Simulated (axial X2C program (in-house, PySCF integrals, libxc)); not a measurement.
# Spin–orbit effects down a group: molecules with Sn, PBE0

Calculated with an in-house all-electron X2C program for linear molecules (integrals from PySCF), spin-free (one-electron X2C) or two-component (2c: spin–orbit coupling with atomic mean-field Coulomb and Gaunt terms, which also bring small scalar terms), in Dyall basis sets with cores contracted in-house; open shells are unrestricted.

Basis sets: Br dyall-cv3z, Cl dyall-av3z, F dyall-av3z, I dyall-cv3z, Sn dyall-cv3z.

```json
{"molecule": "SnF", "spin-free state": "M_S = 1/2, Λ = 1", "Re (Å)": "1.949", "ωe (cm⁻¹)": "576.3", "De (eV)": "4.86", "2c state": "Ω = 1/2", "Re 2c (Å)": "1.952", "ωe 2c (cm⁻¹)": "572.7", "De 2c (eV)": "n/a"}
{"molecule": "SnCl", "spin-free state": "M_S = 1/2, Λ = 1", "Re (Å)": "2.373", "ωe (cm⁻¹)": "346.7", "De (eV)": "3.91", "2c state": "Ω = 1/2", "Re 2c (Å)": "2.377", "ωe 2c (cm⁻¹)": "344.2", "De 2c (eV)": "n/a"}
{"molecule": "SnBr", "spin-free state": "M_S = 1/2, Λ = 1", "Re (Å)": "2.515", "ωe (cm⁻¹)": "244.0", "De (eV)": "3.51", "2c state": "Ω = 1/2", "Re 2c (Å)": "2.518", "ωe 2c (cm⁻¹)": "242.3", "De 2c (eV)": "n/a"}
{"molecule": "SnI", "spin-free state": "M_S = 1/2, Λ = 1", "Re (Å)": "2.718", "ωe (cm⁻¹)": "195.9", "De (eV)": "3.05", "2c state": "Ω = 1/2", "Re 2c (Å)": "2.722", "ωe 2c (cm⁻¹)": "194.0", "De 2c (eV)": "n/a"}
```

**Question.** Work out the shifts from the spin-free to the two-component result.

**Answer.** 

| molecule | 2c state | ΔRe (Å) | Δωe (cm⁻¹) | ΔDe (eV) |
| --- | --- | --- | --- | --- |
| SnF | Ω = 1/2 | 0.003 | -3.6 | n/a |
| SnCl | Ω = 1/2 | 0.004 | -2.5 | n/a |
| SnBr | Ω = 1/2 | 0.003 | -1.7 | n/a |
| SnI | Ω = 1/2 | 0.004 | -1.9 | n/a |

Shifts of one unit in the last digit are rounding.

Each entry is the lowest single determinant of a limited PBE0 search at one distance. De goes to single-determinant-based atoms at the same level (for ions the charge split of lowest energy) and is withheld (n/a) where an atom does not fit its ground term or J level. Main or longest-lived isotopes. The functionals have no current term, which raises determinants with orbital currents.
